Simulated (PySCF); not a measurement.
# Computed records: B₂H₂NO, CH₅BOSi, BClH₄OSi, CH₆BNSi

Calculation on a computer-drawn molecule: optimised geometry and harmonic frequencies of an isolated molecule of the commonest isotopes, restricted reference for singlets and unrestricted otherwise, frozen core in MP2. Program: PySCF 2.14.0.

Common to all runs: multiplicity 1; method HF.

```json
{"entry": 1, "formula": "B2H2NO", "start_structure": {"atoms_angstrom": [["B", 0.3739, -1.5127, 0.4974], ["N", 0.0268, -1.3162, -0.659], ["B", -0.3514, -1.1408, -1.9936], ["O", -0.6557, -0.9896, -3.1373], ["H", 0.7156, -1.7495, 1.5782], ["H", -0.946, -0.8108, -3.9852]]}, "given": {"charge": 1, "basis": "cc-pVDZ", "drawn_bonds_atom": [1, 2, 3, 1, 4], "drawn_bonds_other_atom": [2, 3, 4, 5, 6], "drawn_bonds_order": [1, 2, 1, 1, 1]}, "results": {"optimised_atom_element": ["B", "N", "B", "O", "H", "H"], "optimised_atom_x [angstrom]": [0.3504, 0.04145, -0.254, -0.4928, 0.6337, -1.116], "optimised_atom_y [angstrom]": [-1.51, -1.365, -1.239, -1.167, -1.643, -0.5961], "optimised_atom_z [angstrom]": [0.4636, -0.763, -2.024, -3.262, 1.589, -3.704], "modes_frequency [cm^-1]": [126.0, 128.5, 459.8, 511.3, 795.4, 829.8, 830.8, 913.4, 1764, 2153, 3022, 4057], "modes_reduced_mass [dalton]": [3.691, 3.946, 3.195, 9.508, 1.503, 1.336, 1.339, 6.934, 6.431, 8.93, 1.17, 1.07], "rotational_constants [GHz]": [1005, 4.044, 4.028], "total_energy [hartree]": -179.7001, "convergence_status_largest_gradient_component [hartree/bohr]": 4.298e-05}}
{"entry": 2, "formula": "CH5BOSi", "start_structure": {"atoms_angstrom": [["O", 0.3074, 0.3172, -1.4289], ["B", 0.032, -0.2717, -0.2742], ["C", -0.1502, -0.7578, 1.0141], ["Si", 0.9119, -0.2801, 2.5052], ["H", 0.9034, -0.0817, -2.1048], ["H", -0.9778, -1.443, 1.2704], ["H", 1.396, -1.4318, 3.1507], ["H", 0.062, 0.4538, 3.4974], ["H", 2.0096, 0.5905, 2.0279]]}, "given": {"charge": 0, "basis": "cc-pV(D+d)Z", "drawn_bonds_atom": [1, 2, 3, 1, 3, 4, 4, 4], "drawn_bonds_other_atom": [2, 3, 4, 5, 6, 7, 8, 9], "drawn_bonds_order": [1, 2, 1, 1, 1, 1, 1, 1]}, "results": {"optimised_atom_element": ["O", "B", "C", "Si", "H", "H", "H", "H", "H"], "optimised_atom_x [angstrom]": [0.3133, 0.06268, -0.1856, 0.8646, 0.9131, -1.027, 1.51, 0.09952, 1.944], "optimised_atom_y [angstrom]": [0.2967, -0.21, -0.7198, -0.2717, -0.2026, -1.394, -1.458, 0.406, 0.6488], "optimised_atom_z [angstrom]": [-1.428, -0.2465, 1.02, 2.467, -1.967, 1.159, 3.087, 3.544, 2.021], "modes_frequency [cm^-1]": [118.9, 148.9, 372.5, 436.6, 493.8, 606.0, 643.0, 760.9, 830.7, 972.8, 1021, 1037, 1056, 1082, 1189, 1865, 2268, 2273, 2295, 3314, 4123], "modes_reduced_mass [dalton]": [4.381, 1.202, 1.176, 3.679, 3.912, 1.115, 1.812, 1.298, 2.707, 1.545, 1.043, 1.091, 1.059, 1.248, 2.955, 9.934, 1.05, 1.049, 1.022, 1.087, 1.066], "rotational_constants [GHz]": [23.2, 2.5, 2.331], "total_energy [hartree]": -429.2782, "convergence_status_largest_gradient_component [hartree/bohr]": 2.494e-05}}
{"entry": 3, "formula": "BClH4OSi", "start_structure": {"atoms_angstrom": [["O", -2.4775, -1.1232, 0.1296], ["Si", -1.5251, -1.1304, 1.4754], ["B", 0.3202, -1.7936, 1.0814], ["Cl", 0.8593, -1.8632, -0.5062], ["H", -2.1353, -0.7772, -0.6577], ["H", -1.435, 0.2784, 2.0913], ["H", -2.2974, -1.9212, 2.3897], ["H", 1.1098, -2.0415, 1.9064]]}, "given": {"charge": 0, "basis": "cc-pV(D+d)Z", "drawn_bonds_atom": [1, 2, 3, 1, 2, 2, 3], "drawn_bonds_other_atom": [2, 3, 4, 5, 6, 7, 8], "drawn_bonds_order": [1, 1, 1, 1, 1, 1, 1]}, "results": {"optimised_atom_element": ["O", "Si", "B", "Cl", "H", "H", "H", "H"], "optimised_atom_x [angstrom]": [-2.506, -1.575, 0.3089, 0.8763, -2.086, -1.442, -2.261, 1.104], "optimised_atom_y [angstrom]": [-1.032, -1.082, -1.757, -1.862, -0.8573, 0.263, -1.969, -2.075], "optimised_atom_z [angstrom]": [0.1224, 1.487, 1.099, -0.5749, -0.707, 2.101, 2.449, 1.932], "modes_frequency [cm^-1]": [70.21, 109.8, 193.0, 336.1, 467.3, 587.6, 776.7, 827.8, 846.7, 866.2, 934.6, 986.1, 1031, 1133, 2286, 2330, 2751, 4169], "modes_reduced_mass [dalton]": [2.384, 4.642, 1.221, 5.42, 1.189, 4.01, 1.192, 1.486, 2.9, 1.799, 2.237, 1.211, 1.073, 1.438, 1.042, 1.038, 1.093, 1.067], "rotational_constants [GHz]": [9.366, 2.206, 1.829], "total_energy [hartree]": -850.3847, "convergence_status_largest_gradient_component [hartree/bohr]": 1.251e-05}}
{"entry": 4, "formula": "CH6BNSi", "start_structure": {"atoms_angstrom": [["B", -1.4378, 0.6267, 1.068], ["N", -0.4807, 0.9814, 0.2868], ["Si", 0.7595, 1.33, -0.641], ["C", 0.7984, 2.5698, -2.0976], ["H", -1.6726, 1.2473, 2.0764], ["H", -2.1671, -0.3429, 0.854], ["H", 2.104, 0.822, -0.397], ["H", -0.2501, 2.9348, -2.2457], ["H", 1.3888, 3.3634, -1.95], ["H", 1.0959, 2.1186, -3.0572]]}, "given": {"charge": 0, "basis": "cc-pV(D+d)Z", "drawn_bonds_atom": [1, 2, 3, 1, 1, 3, 4, 4, 4], "drawn_bonds_other_atom": [2, 3, 4, 5, 6, 7, 8, 9, 10], "drawn_bonds_order": [1, 2, 1, 1, 1, 1, 1, 1, 1]}, "results": {"optimised_atom_element": ["B", "N", "Si", "C", "H", "H", "H", "H", "H", "H"], "optimised_atom_x [angstrom]": [-1.464, -0.4053, 0.7948, 0.7348, -1.711, -2.16, 2.143, -0.2726, 1.424, 1.055], "optimised_atom_y [angstrom]": [0.626, 0.9832, 1.374, 2.549, 1.26, -0.3233, 0.8193, 2.941, 3.382, 2.04], "optimised_atom_z [angstrom]": [1.078, 0.2607, -0.6497, -2.087, 2.077, 0.8036, -0.436, -2.229, -1.92, -3.001], "modes_frequency [cm^-1]": [110.2, 111.1, 233.6, 297.4, 314.2, 564.2, 681.6, 816.6, 828.4, 887.3, 1006, 1025, 1096, 1324, 1391, 1542, 1545, 1649, 2355, 2610, 2655, 3171, 3245, 3288], "modes_reduced_mass [dalton]": [3.262, 1.087, 2.669, 3.63, 1.173, 1.109, 2.79, 1.436, 1.312, 2.602, 1.384, 1.419, 1.357, 1.199, 1.258, 1.047, 1.051, 10.95, 1.042, 1.052, 1.126, 1.036, 1.1, 1.102], "rotational_constants [GHz]": [20.98, 3.065, 2.785], "total_energy [hartree]": -409.4422, "convergence_status_largest_gradient_component [hartree/bohr]": 2.262e-05}}
```
